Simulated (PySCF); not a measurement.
Isomers of C10H10, mass 130.078 u with the commonest isotopes. The calculation used PBE0-D3(BJ)/def2-SVP geometry optimisation, gas phase in PySCF 2.14.0. One conformer each, none proved a minimum here; rigid rotors.

Question: Order these by rotational constant A, smallest first.
A. `[CH2:1]=[CH:2][C:3]1=[CH:4]/[CH:5]=[CH:6]\[CH:7]=[CH:8]/[CH:9]=[CH:10]\1` with C1–C2–C3–C4 177°, C3–C4–C5–C6 54°, C5–C6–C7–C8 -54°, C7–C8–C9–C10 57°, C2–C3–C10–C9 125°
B. `C1CC2(C1)C=C(C=C2)C#C`
C. 3-methylindene (`CC1=CCc2ccccc21`)

Answer: A (2399 MHz), C (2513 MHz), B (4129 MHz).

Question: Order these by radius of gyration √(Σ m r²/M), smallest first.
A. `C#CC1=CC2(C=C1)CCC2`
B. `[CH2:1]=[CH:2][C:3]1=[CH:4]/[CH:5]=[CH:6]\[CH:7]=[CH:8]/[CH:9]=[CH:10]\1` with C1–C2–C3–C4 177°, C3–C4–C5–C6 54°, C5–C6–C7–C8 -54°, C7–C8–C9–C10 57°, C2–C3–C10–C9 125°
C. 3-methylindene, `c12ccccc2CC=C1C`

Answer: C (2.146 Å), B (2.229 Å), A (2.383 Å).

Question: Order these by out-of-plane moment Σ m c² = (Ia + Ib − Ic)/2, smallest first.
A. `C#CC1=CC2(C=C1)CCC2`
B. `CC1=CCc2c1cccc2` (3-methylindene)
C. `[CH2:1]=[CH:2][C:3]1=[CH:4]/[CH:5]=[CH:6]\[CH:7]=[CH:8]/[CH:9]=[CH:10]\1` with C1–C2–C3–C4 177°, C3–C4–C5–C6 54°, C5–C6–C7–C8 -54°, C7–C8–C9–C10 57°, C2–C3–C10–C9 125°

Answer: B (3.15 u·Å²), C (36.78 u·Å²), A (39.10 u·Å²).

```
               SMILES  point group  Ia (u·Å²)  Ib (u·Å²)  Ic (u·Å²)      κ  μa (D)  μb (D)  μc (D)
  C#CC1=CC2(C=C1)CCC2           Cs     122.40     655.43     699.64  -0.97    1.39    0.16    0.00
      CC1=CCc2ccccc21           Cs     201.09     401.20     595.99  -0.51    0.57    0.29    0.00
C=CC1=C/C=C\C=C/C=C\1           C1     210.68     472.24     609.35  -0.69    0.29    0.00    0.03
```
